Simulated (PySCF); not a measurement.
Si(CF3)(H)2(Me) (C₂H₅F₃Si), SMILES [SiH2](C)C(F)(F)F. Heavy atoms are numbered as in [SiH2:1]([CH3:2])[C:3]([F:4])([F:5])[F:6]. Hydrogens are named by the atom that carries them.

The structure is a stationary point at B3LYP-D3(BJ)/def2-SVP.

The numbers are results of HF/def2-TZVP run with PySCF, not measurements.

Atomic charges (e), one atom of each kind:

```tsv
atom	Löwdin	meta-Löwdin
Si1 (SiH2)	0.41	[?]
C2 (CH3)	-0.44	-0.57
C3	-0.63	0.67
F4	0.12	-0.33
H on Si1	-0.04	[?]
H on C2	0.13	[?]
```

Question: Complete the blanks. (The exact figures need the calculation; the answer reports its results.)

Answer: 
- Si1 (SiH2), meta-Löwdin: 0.80
- H on Si1, meta-Löwdin: -0.13
- H on C2, meta-Löwdin: 0.12

Computed Mayer and Wiberg (Löwdin basis) orders of the bonds:
| bond | Mayer | Wiberg |
|---|---|---|
| Si1–C2 | 0.99 | 1.22 |
| Si1–C3 | 0.91 | 0.97 |
| C3–F4 | 1.01 | 1.71 |
| C3–F5 | 0.99 | 1.69 |
| C3–F6 | 0.99 | 1.69 |
